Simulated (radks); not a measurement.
Results of a calculation; reference values are marked as such.
Question: Yb46+, 24 electrons, occupied as [Ar] 3d6. Level of theory: Dirac Kohn-Sham, PBE, spin-unpolarised, spherical densities, finite nucleus; open shells fill j = l - 1/2 first; Fermi nuclear charge, rms radius 5.3108 fm (a radial shooting solver on a logarithmic mesh with Libxc functionals). Some entries of the table are withheld. Estimate them.

orbital,occ.,eigenvalue (eV),r(max) (bohr)
1s1/2,2,-63782.39,(1)
2s1/2,2,-12926.62,0.07062
2p1/2,2,-12467.43,0.05285
2p3/2,4,-11411.15,0.05922
3s1/2,2,(2),(3)
3p1/2,2,(4),(5)
3p3/2,4,(6),(7)
3d3/2,4,(8),0.1515
3d5/2,2,(9),0.1549

Answer: 
(1) 1s1/2 r(max) (bohr): 0.01237
(2) 3s1/2 eigenvalue (eV): -4662.605
(3) 3s1/2 r(max) (bohr): 0.1950
(4) 3p1/2 eigenvalue (eV): -4472.314
(5) 3p1/2 r(max) (bohr): 0.1824
(6) 3p3/2 eigenvalue (eV): -4224.396
(7) 3p3/2 r(max) (bohr): 0.1946
(8) 3d3/2 eigenvalue (eV): -3922.935
(9) 3d5/2 eigenvalue (eV): -3866.525
